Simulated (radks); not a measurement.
Exchange energies: the exact (Fock) value of the Kohn-Sham orbitals and density-functional approximations, in hartree. Species: Re [Xe] 4f14 5d5 6s2; Os75+ 1s1; P [Ne] 3s2 3p3; In2+ [Kr] 4d10 5s1; Se24+ [Ne]. Method: non-relativistic Kohn-Sham, PBE, spin-polarised, spherical densities, point nucleus; computed with a radial shooting solver on a logarithmic mesh with Libxc functionals. Every spin shell is full or empty, so the densities are truly spherical. Functionals are evaluated on that one density, not self-consistently.

functional        Re     Os75+         P      In2+     Se24+
exact       -309.923  -23.7437  -22.6052  -153.367  -54.2166
LDA          -298.10   -20.366   -20.780   -145.85   -49.765
B88          -310.47   -23.536   -22.606   -153.40   -54.030
PBE          -309.19   -23.247   -22.487   -152.70   -53.673
PBEsol       -304.54   -22.240   -21.809   -149.86   -52.155
PW86         -309.16   -23.658   -22.730   -153.08   -54.159
OPTX         -315.89   -23.600   -22.612   -155.24   -54.207
WC           -308.28   -22.784   -22.241   -152.02   -53.158
AM05         -298.75   -21.128   -21.013   -146.38   -50.373
B86b         -310.29   -23.472   -22.630   -153.35   -54.012
G96          -311.68   -23.647   -22.621   -153.89   -54.168
EV93         -308.74   -24.621   -22.910   -152.94   -54.622
revTPSS      -307.43   -23.744   -22.511   -151.96   -53.756
SCAN         -310.37   -23.744   -22.671   -153.63   -54.355
Tao-Mo       -307.65   -23.745   -22.587   -152.13   -53.876
MVS          -310.35   -23.744   -22.563   -153.48   -54.054
